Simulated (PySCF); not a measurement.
Species: SbMe2F, C2H6FSb.
Cartesian coordinates in Å at the PBE0-D3(BJ)/def2-SVP level; atoms count from 1:
```xyz
10
C2H6FSb angstrom
Sb    -0.3469   -0.6190    1.1276
C      1.4919   -0.5595   -0.0007
H      1.9699    0.4256    0.1093
H      1.2456   -0.7330   -1.0582
H      2.1856   -1.3379    0.3455
C     -1.2386    0.9992    0.0129
H     -2.3026    1.0961    0.2696
H     -1.1400    0.7888   -1.0616
H     -0.7258    1.9434    0.2518
F     -1.1391   -2.0037    0.0038
```

Computed, not measured: PySCF, PBE0-D3(BJ)/def2-SVP geometry optimisation, gas phase, def2 core potentials past Kr.

Problem. Which atoms are bound to Sb1, and at what distances?

Solution. 3 atoms: F10 1.951 Å, C6 2.158 Å, C2 2.158 Å. The nearest atom not counted as bound is H4, at 2.71 Å.

Problem. List the angles at Sb1.

Solution. 
| angle | degrees | distance of the outer atoms (Å) |
| --- | --- | --- |
| C6–Sb1–F10 | 93.8 | 3.00 |
| C2–Sb1–F10 | 93.7 | 3.00 |
| C2–Sb1–C6 | 93.5 | 3.14 |

Problem. What is the shape at Sb1?

Solution. Pyramidal: angles 93.8°, 93.7° and 93.5°, sum 281.0°, 1.12 Å off the plane of its three neighbours.

Problem. What are the other bond lengths?

Solution. C2–H3 and 5 like bonds 1.100 Å.

Point group: near Cs, missed by 0.17 Å at most; the miss may be what the optimiser left on a soft mode. Charge 0, singlet. No frequency check.

The run took 24 s wall on an Arm Neoverse V1 with one thread, shared host. That covers the optimisation of the geometry.
